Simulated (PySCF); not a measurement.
C$_{7}$H$_{13}$O, charge +2, doublet, at a GFN2-xTB geometry of the parent state (a state made from the parent by changing its charge; the spin is typed, not shown lowest); PySCF with B3LYP/STO-3G.

PySCF was given this input:
```python
from pyscf import gto, scf, dft

mol = gto.M(
    atom='''
C     3.61424555    0.39941865   -1.19601457
C     2.41605260    1.01268888   -0.48143226
C     1.37698829   -0.04741194   -0.12825643
C     0.15928266    0.56965020    0.59200839
C    -0.80981995   -0.47285613    0.96700073
C    -2.12886193   -0.64423156    0.45905463
C    -2.64331553    0.35454242   -0.55768662
O    -2.83428716   -1.58136827    0.83793638
H     4.34393693    1.16701503   -1.44193397
H     3.30249949   -0.08605667   -2.11804875
H     4.09650889   -0.34336276   -0.56462344
H     2.75264348    1.50943065    0.43130017
H     1.95973128    1.77002798   -1.12279773
H     1.82984240   -0.80466438    0.51411371
H     1.03525063   -0.54334611   -1.03885416
H    -0.28981711    1.33052280   -0.04513275
H     0.53215746    1.05469533    1.50138072
H    -0.47613735   -1.22613858    1.66824528
H    -1.99812311    0.37401496   -1.43322475
H    -2.67507840    1.35140769   -0.12258998
H    -3.64654731    0.06659718   -0.85936852
''',
    basis='sto-3g',
    charge=2,
    spin=1,
    verbose=4,
)

mf = dft.ROKS(mol)
mf.xc = 'b3lyp'
mf.kernel()
```

**Question.** Write the output that PySCF gives for this input, abridged.

**Answer.** 
```
PySCF version 2.14.0

[INPUT] verbose = 4
[INPUT] num. atoms = 21
[INPUT] num. electrons = 61
[INPUT] charge = 2
[INPUT] spin (= nelec alpha-beta = 2S) = 1
[INPUT] symmetry False subgroup None
[INPUT] Mole.unit = angstrom
[INPUT] Symbol           X                Y                Z      unit          X                Y                Z       unit  Magmom
[...]
nuclear repulsion = 360.339856488971
number of shells = 37
number of NR pGTOs = 159
number of NR cGTOs = 53
basis = sto-3g
ecp = {}

******** <class 'pyscf.dft.roks.ROKS'> ********
method = ROKS
initial guess = minao
damping factor = 0
level_shift factor = 0
DIIS = <class 'pyscf.scf.diis.CDIIS'>
diis_start_cycle = 1
diis_space = 8
diis_damp = 0
SCF conv_tol = 1e-09
SCF conv_tol_grad = None
SCF max_cycles = 50
direct_scf = True
direct_scf_tol = 1e-13
num. doubly occ = 30  num. singly occ = 1
XC library pyscf.dft.libxc version 7.1.2
    S. Lehtola, C. Steigemann, M. J. T. Oliveira, and M. A. L. Marques,  SoftwareX 7, 1–5 (2018)
XC functionals = b3lyp
    P. J. Stephens, F. J. Devlin, C. F. Chabalowski, and M. J. Frisch,  J. Phys. Chem. 98, 11623 (1994)
radial grids:
    Treutler-Ahlrichs [JCP 102, 346 (1995); DOI:10.1063/1.469408] (M4) radial grids

becke partition: Becke, JCP 88, 2547 (1988); DOI:10.1063/1.454033
pruning grids: <function nwchem_prune>
grids dens level: 3
symmetrized grids: False
atomic radii adjust function: <function treutler_atomic_radii_adjust>
small_rho_cutoff = 0
Set gradient conv threshold to 3.16228e-05
tot grids = 240416
init E= -346.193248091991
[...]
cycle= 1 E= -344.399611893469  delta_E= 1.79  |g|= 0.746  |ddm|= 3.94
[...]
cycle= 2 E= -338.122931701378  delta_E= 6.28  |g|= 2.64  |ddm|= 3.39

WARN: HOMO 0.0665889671691505 >= LUMO -0.521143959335448

cycle= 3 E= -342.122863937484  delta_E=   -4  |g|= 1.76  |ddm|= 5.12

WARN: HOMO -0.591067732533733 >= LUMO -0.626234400422017

cycle= 4 E= -343.868599210035  delta_E= -1.75  |g|= 0.812  |ddm|= 4.43

WARN: HOMO -0.541877667114159 >= LUMO -0.58784745558562

cycle= 5 E= -344.203468872323  delta_E= -0.335  |g|= 0.784  |ddm|= 1.98
[...]
cycle= 6 E= -344.557235020189  delta_E= -0.354  |g|= 0.334  |ddm|=  1.5
[...]
cycle= 7 E= -344.572739531236  delta_E= -0.0155  |g|= 0.284  |ddm|= 0.204

WARN: HOMO -0.566463389038244 >= LUMO -0.635088766541948

cycle= 8 E= -343.98190380536  delta_E= 0.591  |g|= 0.656  |ddm|= 1.88

WARN: HOMO -0.56209672951247 >= LUMO -0.63523824903537

cycle= 9 E= -344.274179173897  delta_E= -0.292  |g|= 0.707  |ddm|= 1.87
[...]
cycle= 10 E= -344.588481849355  delta_E= -0.314  |g|= 0.259  |ddm|= 1.49
[...]
cycle= 11 E= -344.606828787185  delta_E= -0.0183  |g|= 0.204  |ddm|= 0.584
[...]
cycle= 12 E= -344.611722958883  delta_E= -0.00489  |g|= 0.171  |ddm|= 0.849
[...]
cycle= 13 E= -344.608435500168  delta_E= 0.00329  |g|= 0.191  |ddm|= 0.345
[...]
cycle= 14 E= -344.62032942983  delta_E= -0.0119  |g|= 0.153  |ddm|= 0.324
[...]
cycle= 15 E= -344.629565985804  delta_E= -0.00924  |g|= 0.0579  |ddm|= 0.818
[...]
cycle= 16 E= -344.615332449663  delta_E= 0.0142  |g|= 0.156  |ddm|= 1.03
[...]
cycle= 17 E= -344.43859591016  delta_E= 0.177  |g|= 0.499  |ddm|= 1.15
[...]
cycle= 18 E= -344.442376017688  delta_E= -0.00378  |g|= 0.487  |ddm|= 0.0999
[...]
cycle= 19 E= -344.480749460943  delta_E= -0.0384  |g|= 0.448  |ddm|= 0.262
[...]
cycle= 20 E= -344.472535123913  delta_E= 0.00821  |g|= 0.449  |ddm|= 0.543
[...]
cycle= 21 E= -344.468028631823  delta_E= 0.00451  |g|= 0.448  |ddm|= 0.146
[...]
cycle= 22 E= -344.458047161024  delta_E= 0.00998  |g|= 0.464  |ddm|= 0.11
[...]
cycle= 23 E= -344.469085533142  delta_E= -0.011  |g|= 0.462  |ddm|= 0.328

WARN: HOMO -0.559932708880491 >= LUMO -0.610931073833449

cycle= 24 E= -344.274674907558  delta_E= 0.194  |g|= 0.721  |ddm|= 1.98

WARN: HOMO -0.54060007127695 >= LUMO -0.624389889833645

cycle= 25 E= -344.050921228949  delta_E= 0.224  |g|= 0.592  |ddm|= 1.89

WARN: HOMO -0.527153928604862 >= LUMO -0.609929345857494

cycle= 26 E= -344.294769993718  delta_E= -0.244  |g|= 0.669  |ddm|= 1.86
[...]
cycle= 27 E= -344.539416190835  delta_E= -0.245  |g|= 0.364  |ddm|=  1.5
[...]
cycle= 28 E= -344.577657129198  delta_E= -0.0382  |g|= 0.289  |ddm|= 0.309
[...]
cycle= 29 E= -344.627902060918  delta_E= -0.0502  |g|= 0.0825  |ddm|= 0.915
[...]
cycle= 30 E= -344.60888573337  delta_E= 0.019  |g|= 0.211  |ddm|= 0.87
[...]
cycle= 31 E= -344.624381397282  delta_E= -0.0155  |g|= 0.141  |ddm|= 0.298
[...]
cycle= 32 E= -344.61970323825  delta_E= 0.00468  |g|= 0.149  |ddm|= 0.579
[...]
cycle= 33 E= -344.622225219139  delta_E= -0.00252  |g|= 0.138  |ddm|= 0.145
[...]
cycle= 34 E= -344.621409914317  delta_E= 0.000815  |g|= 0.142  |ddm|= 0.0314
[...]
cycle= 35 E= -344.620385074779  delta_E= 0.00102  |g|= 0.148  |ddm|= 0.0396
[...]
cycle= 36 E= -344.621607179794  delta_E= -0.00122  |g|= 0.143  |ddm|= 0.0379
[...]
cycle= 37 E= -344.620605723897  delta_E= 0.001  |g|= 0.148  |ddm|= 0.0994
[...]
cycle= 38 E= -344.631814155107  delta_E= -0.0112  |g|= 0.0691  |ddm|= 0.213
[...]
cycle= 39 E= -344.402785190105  delta_E= 0.229  |g|= 0.568  |ddm|= 1.32
[...]
cycle= 40 E= -344.421476465028  delta_E= -0.0187  |g|= 0.531  |ddm|= 0.237
[...]
cycle= 41 E= -344.435599038316  delta_E= -0.0141  |g|= 0.511  |ddm|= 0.0458
[...]
cycle= 42 E= -344.429966633868  delta_E= 0.00563  |g|= 0.523  |ddm|= 0.047
[...]
cycle= 43 E= -344.435342907643  delta_E= -0.00538  |g|= 0.515  |ddm|= 0.0162
[...]
cycle= 44 E= -344.467827738014  delta_E= -0.0325  |g|= 0.474  |ddm|= 0.131
[...]
cycle= 45 E= -344.482874220956  delta_E= -0.015  |g|= 0.455  |ddm|= 0.0682
[...]
cycle= 46 E= -344.489629121015  delta_E= -0.00675  |g|= 0.448  |ddm|= 0.0435
[...]
cycle= 47 E= -344.62571444656  delta_E= -0.136  |g|= 0.0683  |ddm|= 0.639
[...]
cycle= 48 E= -344.59277444902  delta_E= 0.0329  |g|= 0.255  |ddm|= 0.724
[...]
cycle= 49 E= -344.596150923301  delta_E= -0.00338  |g|= 0.242  |ddm|= 0.238
[...]
cycle= 50 E= -344.608095246722  delta_E= -0.0119  |g|= 0.205  |ddm|= 0.38
SCF not converged.
SCF energy = -344.608095246722
```

The run did not converge; its last values are not results.
